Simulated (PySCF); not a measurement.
Computed shifts of a molecule CH₁₀N₂Si₃, PBE/pcSseg-1 (PySCF), GIAO, gas phase, atoms alike by connectivity averaged where their shifts nearly agree, in ppm (number of nuclei): ¹⁵N: 64.0 (1), 44.7 (1). ²⁹Si: -25.1 (1), -30.2 (1), -76.7 (1). ¹³C: -12.6 (1). ¹H: 5.59 (1), 5.44 (1), 5.29 (1), 4.28 (2), 1.50 (1), 1.09 (1), 0.71 (1), 0.43 (2). References: ¹⁵N against NH3 (σ = 267.0 ppm); ²⁹Si against TMS (σ = 335.4 ppm); ¹³C against TMS (σ = 182.0 ppm); ¹H against TMS (σ = 31.49 ppm), references at their B3LYP-D3(BJ)/def2-TZVP geometries, non-relativistic. Coordinates come from a PBE0-D3(BJ)/def2-SVP optimisation. The values are those of a single conformer.

### Question
Which molecule gave these data?
A. N[SiH2][SiH2]/N=C\[SiH3]
B. N[Si@]1([SiH3])CN[SiH2]1
C. N[Si@@H]1N[SiH2]C[SiH2]1
D. N[SiH2]/N=C/[SiH2][SiH3]

### Answer
C, N[Si@@H]1N[SiH2]C[SiH2]1
